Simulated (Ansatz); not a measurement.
Abridged output of a molecular run in Ansatz:

```
Functional definition: HF
1276 factors; integrals over basis functions are off by at most 8.5e-4 eV
mean field evaluation 1: about -20548.4444 eV, gradient 4.3e1 eV
mean field evaluation 2: about -20548.6787 eV, gradient 4.3e1 eV
mean field evaluation 4: about -20552.3094 eV, gradient 3.1e0 eV
mean field evaluation 8: about -20552.3676 eV, gradient 2.4e-1 eV
mean field -20552.36779649 eV, -755.2855856258 hartree, gradient 6.7e-6 eV, S^2 0.000000; 0 other end points of the search recorded, 0 dependent functions left out
12 core orbitals not correlated: weight in the atoms' cores, before any rotation towards them, 1.000 or more for the frozen orbitals, at most 0.000 for the correlated occupied ones
reference -20552.36779649 eV, -755.2855856258 hartree; 13, 13 occupied and 191, 191 virtual orbitals, 1276 factors
second order -20.01865118 eV of doubles, -0.00000000 eV of singles
cycle   1  -20.44197466 eV  change   -4.2e-1 eV  update   9.9e-2
cycle   2  -20.94590055 eV  change   -5.0e-1 eV  update   3.0e-2
cycle   3  -21.06238677 eV  change   -1.2e-1 eV  update   1.5e-2
cycle   4  -21.04883724 eV  change    1.4e-2 eV  update   3.0e-3
cycle   5  -21.04784147 eV  change    1.0e-3 eV  update   1.3e-3
cycle   6  -21.04848835 eV  change   -6.5e-4 eV  update   3.7e-4
cycle   7  -21.04826099 eV  change    2.3e-4 eV  update   1.4e-4
cycle   8  -21.04819502 eV  change    6.6e-5 eV  update   4.9e-5
cycle   9  -21.04821663 eV  change   -2.2e-5 eV  update   2.3e-5
perturbative correction -0.65440799 eV, -0.0240490502 hartree
Total energy: -20574.07042111 eV, -756.0831423700 hartree
```

Its atoms:

Z-matrix (Å, degrees):
```
Si
Si 1 2.348
O 1 1.653 2 104.8
H 1 1.492 2 110.9 3 -120.6
H 1 1.492 2 110.9 3 120.6
F 2 1.609 1 108.2 3 179.5
H 2 1.486 1 112.0 3 60.9
H 2 1.486 1 112.0 3 -61.8
H 3 0.958 1 118.3 2 179.8
```

**Question.** Which basis set was used?
A. def2-TZVPP
B. def2-SVPD
C. cc-pV(Q+d)Z
D. cc-pV(D+d)Z

**Answer.** A. It gives 216 functions.

**Question.** Write the keys of the input that set method, charge and spin (a neutral closed shell needs none for the last two).

**Answer.** 
```yaml
correlation: {method: ccsd_t}
```
